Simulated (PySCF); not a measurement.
2-bromobut-1-en-3-yne (C4H3Br), SMILES C(C(=C)Br)#C. Geometry optimised at B3LYP-D3(BJ)/def2-SVP.

Computed equilibrium geometry at B3LYP-D3(BJ)/def2-SVP (PySCF confirms it by a frequency run) as a Z-matrix, and its point group:
point group Cs.
```
C
C 1 1.3407
H 2 1.0908 1 121.59
H 2 1.0926 3 118.89 1 180.00
C 1 1.4201 2 125.47 3 180.00
C 5 1.2138 2 154.37 3 180.00
H 6 1.0738 2 162.61 3 180.00
Br 1 1.9230 2 120.08 3 0.00
```
Charge 0, spin multiplicity 1.
